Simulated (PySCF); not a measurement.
Task: Write a Z-matrix for `N[SiH2]CC(N)=O` as optimised with GFN2-xTB.

Result: 
Z-matrix in Å and degrees, rows numbered from 1:
```
N 
Si  1  1.7347
C   2  1.9057  1  104.47
C   3  1.5033  2  111.40  1   -75.99
N   4  1.3602  3  113.97  2    69.96
O   4  1.2115  3  123.90  2  -111.19
H   1  1.0097  2  117.94  3   -58.81
H   1  1.0083  2  117.40  3   168.19
H   2  1.4709  1  115.54  3   118.73
H   2  1.4595  1  104.74  3  -118.98
H   3  1.0895  2  110.12  1    45.01
H   3  1.0876  2  110.07  1   164.08
H   5  1.0056  4  119.54  3   -17.79
H   5  1.0071  4  117.57  3  -172.49
```

N5 (amide nitrogen) has angles 119.5°, 118.0° and 117.6°, sum 355.1°, 0.14 Å off the plane of its three neighbours. Of the pairs four or more bonds apart, N1···H13 is among the closest relative to their van der Waals radii: 2.41 Å, 88 % of the sum of Bondi's values. N1 (silicon-bound nitrogen) is pyramidal (angles 117.9°, 117.4° and 108.6°, sum 344.0°, 0.28 Å off the plane of its three neighbours). Si2 (SiH2 silicon) is distorted tetrahedral (angles from 104.5° to 115.5°).

Structure optimised with GFN2-xTB, isolated species.

Point group: C1 (no symmetry element, even within 0.4 Å). No frequency check. The numbers are those of one conformer (H–N1–Si2–C3 -59° and 168°, N1–Si2–C3–C4 -76°, Si2–C3–C4–N5 70°, C3–C4–N5–H -18° and -172°).

These are computed values.
